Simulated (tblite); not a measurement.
C5H12GeO2.
Atom-mapped SMILES: `[CH3:1][O:2][C@:3]([CH3:4])([GeH3:5])[C:6]([CH3:7])=[O:8]` (hydrogens: H9, H10, H11 on C1; H12, H13, H14 on C4; H15, H16, H17 on Ge5; H18, H19, H20 on C7)

Computed with GFN2-xTB (tblite), gas phase: L-BFGS steps from a force-field or distance-geometry start until the largest atomic force falls under 0.01 eV/Å.

Step 65: E = -730.8813 eV
```
atom  x, y, z in Å  |  force x, y, z in eV/Å
C1     -0.2541   -2.1479   -0.2608    0.012   0.006   0.005
O2      0.1749   -0.9177   -0.8014    0.001  -0.007  -0.040
C3     -0.3230    0.2567   -0.1779    0.007  -0.010  -0.011
C4     -1.8413    0.3225   -0.0882    0.004   0.007   0.003
Ge5     0.3963    1.6062   -1.4888   -0.007  -0.030   0.043
C6      0.3335    0.6201    1.1209   -0.007  -0.019   0.010
C7      1.6689   -0.0133    1.4163   -0.014  -0.001   0.001
O8     -0.1644    1.4522    1.8480    0.011   0.015   0.000
H9     -0.0847   -2.1944    0.8188   -0.020   0.008   0.019
H10    -1.3132   -2.3288   -0.4689    0.019  -0.013   0.003
H11     0.3426   -2.9162   -0.7507   -0.008   0.004  -0.008
H12    -2.2244   -0.3991    0.6323   -0.008  -0.007  -0.007
H13    -2.1278    1.3161    0.2475   -0.001   0.017  -0.005
H14    -2.2817    0.1292   -1.0654   -0.004   0.001   0.012
H15     0.1646    3.0176   -1.0526    0.004  -0.001  -0.006
H16     1.8586    1.3618   -1.6676   -0.004   0.012  -0.008
H17    -0.2955    1.3539   -2.7901    0.006   0.003   0.002
H18     2.0890   -0.4686    0.5231    0.015   0.023   0.020
H19     2.3429    0.7390    1.8219   -0.009  -0.013  -0.021
H20     1.5338   -0.7786    2.1807    0.004   0.003  -0.012
```

Step 66: E = -730.8816 eV
```
atom  x, y, z in Å  |  force x, y, z in eV/Å
C1     -0.2542   -2.1493   -0.2593    0.012   0.006   0.006
O2      0.1737   -0.9190   -0.8001    0.005  -0.009  -0.047
C3     -0.3231    0.2561   -0.1775   -0.002  -0.024  -0.004
C4     -1.8417    0.3242   -0.0895   -0.007   0.009   0.002
Ge5     0.3962    1.6051   -1.4879    0.009  -0.025   0.048
C6      0.3340    0.6194    1.1211   -0.014  -0.008   0.012
C7      1.6699   -0.0131    1.4157   -0.013   0.001  -0.002
O8     -0.1632    1.4524    1.8479    0.013   0.009  -0.001
H9     -0.0877   -2.1951    0.8206   -0.014   0.011   0.027
H10    -1.3123   -2.3330   -0.4689    0.008  -0.009  -0.003
H11     0.3447   -2.9168   -0.7474   -0.005   0.001  -0.009
H12    -2.2291   -0.3992    0.6273    0.004   0.001  -0.009
H13    -2.1270    1.3176    0.2484    0.002   0.011  -0.002
H14    -2.2820    0.1356   -1.0680    0.005  -0.001   0.015
H15     0.1622    3.0150   -1.0496    0.004   0.006  -0.007
H16     1.8591    1.3644   -1.6699   -0.011   0.010  -0.002
H17    -0.2957    1.3526   -2.7878   -0.003   0.002  -0.013
H18     2.0918   -0.4650    0.5219    0.011   0.015   0.010
H19     2.3430    0.7394    1.8221   -0.009  -0.010  -0.011
H20     1.5362   -0.7806    2.1779    0.004   0.003  -0.009
```

Task: Estimate the geometry and energy of step 67. (The exact step hangs on the optimiser's Hessian estimate; all steps are aligned on step 66, rigid shifts and turns removed.)

Result: E = -730.8818 eV, largest force 0.039 eV/Å
```
atom  x, y, z in Å  |  force x, y, z in eV/Å
C1     -0.2541   -2.1503   -0.2579    0.008   0.003   0.005
O2      0.1726   -0.9202   -0.8002    0.003  -0.008  -0.035
C3     -0.3233    0.2551   -0.1772   -0.011  -0.031   0.006
C4     -1.8421    0.3258   -0.0906   -0.014   0.007   0.001
Ge5     0.3962    1.6037   -1.4862    0.016  -0.012   0.034
C6      0.3341    0.6184    1.1214   -0.016   0.000   0.008
C7      1.6707   -0.0128    1.4152   -0.007   0.001  -0.005
O8     -0.1620    1.4525    1.8477    0.010   0.003  -0.004
H9     -0.0908   -2.1951    0.8225   -0.005   0.016   0.023
H10    -1.3112   -2.3368   -0.4690   -0.002  -0.005  -0.008
H11     0.3464   -2.9173   -0.7445    0.000  -0.003  -0.006
H12    -2.2332   -0.3995    0.6226    0.014   0.007  -0.008
H13    -2.1263    1.3191    0.2494    0.007   0.003   0.001
H14    -2.2822    0.1413   -1.0701    0.011  -0.002   0.013
H15     0.1602    3.0128   -1.0472    0.005   0.009  -0.006
H16     1.8595    1.3665   -1.6718   -0.013   0.008   0.003
H17    -0.2958    1.3514   -2.7858   -0.006   0.001  -0.017
H18     2.0949   -0.4614    0.5212    0.006   0.005  -0.003
H19     2.3429    0.7398    1.8223   -0.008  -0.001   0.000
H20     1.5385   -0.7824    2.1752    0.002   0.000  -0.003
```

The energy changes by -0.0002 eV. The first-order estimate −F·Δx gives -0.0004 eV and the mean of the old and new forces, exact on a quadratic surface, -0.0002 eV. The step makes an angle of 76° with the force vector and moves no atom by more than 0.006 Å.

The cost below is that of the whole relaxation. Hardware: Intel Xeon Platinum 8259CL at 2.50 GHz, one thread, shared host. Cost: 1.2 s wall.
